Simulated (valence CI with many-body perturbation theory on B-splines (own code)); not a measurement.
## Sensitivity of CI+MBPT for Fe5+

Calculated by valence CI with perturbative core correlation (CI+MBPT): three valence electrons over a frozen Dirac-Fock core [Ar], radial functions for each j: 6 s, 6 p, 5 d, 5 f, 1 g, with the one-electron correlation potential Σ1, the two-electron term Σ2, the three-electron term Σ3, Breit, model QED; selected CI, second order for the rest, scaled by the run's own slope (own B-spline code, finite nucleus).

Against 24 measured levels this calculation errs by 889 cm⁻¹ on average and by 1749 at most. Only levels of the ground parity were solved; by the run's estimate the other parity begins above the list, which can be wrong where configurations are misplaced.

The reference run has the lowest level 3d3 4F_3/2 and an ionisation energy of 98.6672 eV. Its largest variational space holds 4403 state functions.

Names give the largest LS component (configuration and term), which can be under half, so a name can repeat, a term be missing and a line seem to break the LS rules; names also repeat where a configuration has a term twice.

Changed runs:
A. box radius (bohr) 14.52 → 11.92; core polarisation of operators on → off
B. core polarisation of operators on → off
C. hole-hole ladder in Σ2 on → off
D. size limit of the variational space 10000 → 300; second order for the rest on → off (bad on purpose)

Excitation energies of the reference run in cm⁻¹, and shifts in cm⁻¹:

```
                 Level  Reference         A  B        C        D
            3d3 4F_5/2        505         0  0     -2.3     +323
            3d3 4F_7/2       1176         0  0     -3.0     +295
            3d3 4F_9/2       1983         0  0     -1.1      -65
            3d3 4P_1/2      19579      +0.1  0    +1669     -436
            3d3 4P_3/2      19784      +0.1  0    +1680     +272
            3d3 4P_5/2      20443      +0.1  0    +1660     +746
            3d3 2G_7/2      20525      +0.2  0     +234     +967
            3d3 2G_9/2      21207      +0.2  0     +203     +467
            3d3 2P_3/2      27242      +0.3  0    +2854     +941
            3d3 2P_1/2      27534      +0.3  0    +2738      +16
            3d3 2H_9/2      28082      +0.2  0     -979     +280
           3d3 2H_11/2      28552      +0.1  0    -1010     -716
Ionisation energy (eV)    98.6672  +7.4e-05  0  -0.1246  -0.1307
```

No effect on these energies: B.
